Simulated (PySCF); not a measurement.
Compound: benzoic acid, C7H6O2.
SMILES: `O=C(O)c1ccccc1`

Torsions of this conformer, `[O:1]=[C:2]([OH:3])[c:4]1[cH:5][cH:6][cH:7][cH:8][cH:9]1`: O1–C2–C4–C5 0°, H–O3–C2–O1 0°.

The closed-shell ground state was solved at several levels (PySCF, density fitting, gas phase, non-relativistic). The structure is a single PBE0-D3(BJ)/def2-SVP conformer in the gas phase; no vibrational or solvent corrections.

| level | basis functions | total energy (Eh) | HOMO (eV) | LUMO (eV) | gap (eV) | dipole (D) |
| --- | --- | --- | --- | --- | --- | --- |
| B3LYP/def2-SVPD | 234 | -420.5492 | -7.47 | -1.78 | 5.69 | 2.14 |
| PBE0/pcSseg-1 | 183 | -420.3062 | -7.68 | -1.50 | 6.18 | 1.98 |
| B97-2/pcSseg-1 | 183 | -420.6358 | -7.43 | -1.54 | 5.89 | 1.99 |

(1) Estimate the row for B3LYP/pcJ-1, a basis of 303 functions; the other rows only guide the guess.

(2) Over all these levels, which gives the widest orbital gap and which the narrowest?

(3) How far do the dipole and the HOMO energy spread over the levels?

Results:

(1) Total energy -420.8451 Eh, HOMO -7.42 eV, LUMO -1.65 eV, gap 5.77 eV, dipole 1.96 D.

(2) PBE0/pcSseg-1 (global hybrid, 25 % exact exchange) has the widest, 6.18 eV, and B3LYP/def2-SVPD (global hybrid, 20 % exact exchange) the narrowest, 5.69 eV. Functional and basis both differ between the two, so the spread mixes both effects.

(3) The dipole runs from 1.96 to 2.14 D (mean 2.02 D) and the HOMO from -7.68 to -7.42 eV.
